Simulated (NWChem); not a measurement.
AlH3O2; SMILES [OH][AlH][OH]

```xyz
6

Al    -0.4579    -0.0102     0.0000
H     -2.0315    -0.0471     0.0000
O      0.3652    -1.4932     0.0000
H      1.3178    -1.5979     0.0000
O      0.4548     1.4257     0.0000
H      0.1067     2.3180     0.0000
```
Atoms are numbered in this order, from 1.

All runs use the structure optimised with PBE0/def2-SVP.

Symmetry labels are those of Cs in the frame above (b1 and b2, or b-type labels, depend on it).

List the 6 lowest vertical singlet excitations from Hartree-Fock/def2-SVP, CIS (NWChem).


```json
[
 {"state": "S1", "energy (eV)": "8.98", "oscillator strength": "0.050", "symmetry": "a\"", "leading excitation (squared amplitude)": "HOMO → LUMO (0.90)"},
 {"state": "S2", "energy (eV)": "9.17", "oscillator strength": "0.001", "symmetry": "a\"", "leading excitation (squared amplitude)": "HOMO−1 → LUMO+1 (0.70)"},
 {"state": "S3", "energy (eV)": "9.56", "oscillator strength": "0.124", "symmetry": "a'", "leading excitation (squared amplitude)": "HOMO → LUMO+1 (0.55)"},
 {"state": "S4", "energy (eV)": "9.67", "oscillator strength": "0.196", "symmetry": "a\"", "leading excitation (squared amplitude)": "HOMO−2 → LUMO+1 (0.46)"},
 {"state": "S5", "energy (eV)": "9.91", "oscillator strength": "0.023", "symmetry": "a'", "leading excitation (squared amplitude)": "HOMO−3 → LUMO+1 (0.38)"},
 {"state": "S6", "energy (eV)": "10.32", "oscillator strength": "0.007", "symmetry": "a\"", "leading excitation (squared amplitude)": "HOMO−3 → LUMO (0.94)"}
]
```
